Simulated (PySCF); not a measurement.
C₂H₇BO₂Si.

```xyz
13

Si     2.6188    -0.2002     0.4251
C      0.7510    -0.3260     0.4629
C     -0.0785     0.3006    -0.3913
B     -1.6475     0.1977    -0.3582
O     -2.3352    -0.5704     0.5347
O     -2.3491     0.9159    -1.2719
H      3.1355     0.3493     1.7175
H      3.0287     0.6960    -0.6968
H      3.2331    -1.5514     0.2349
H      0.3153    -0.9634     1.2505
H      0.3627     0.9356    -1.1716
H     -1.7631    -1.0489     1.1415
H     -3.2988     0.7866    -1.1693
```
Charge 0, spin multiplicity 1.

Geometry optimised at PBE0-D3(BJ)/def2-SVP. The structure was generated by enumeration; whether it is a known compound was not checked. Other conformers were not sampled.

The numbers are results of PBE/pcSseg-1 run with PySCF, not measurements. Non-relativistic, no solvent.

Computed absolute GIAO shielding of each atom: isotropic value and principal components (ppm):
```tsv
atom	σ(iso)	σ11	σ22	σ33	span
Si1	402.8	350.4	401.1	456.8	106.4
C2	34.3	-86.1	21.9	167.3	253.4
C3	22.5	-100.5	14.4	153.6	254.1
B4	72.8	54.7	73.8	89.8	35.0
O5	224.6	103.1	258.5	312.2	209.1
O6	206.6	102.3	244.9	272.6	170.4
H7	26.8	24.1	25.1	31.2	7.2
H8	27.0	24.2	26.1	30.8	6.7
H9	26.8	24.1	25.1	31.2	7.2
H10	24.7	21.0	24.5	28.8	7.8
H11	24.2	20.1	23.7	28.9	8.8
H12	26.8	19.9	25.4	35.3	15.4
H13	27.3	22.0	24.3	35.6	13.5
```
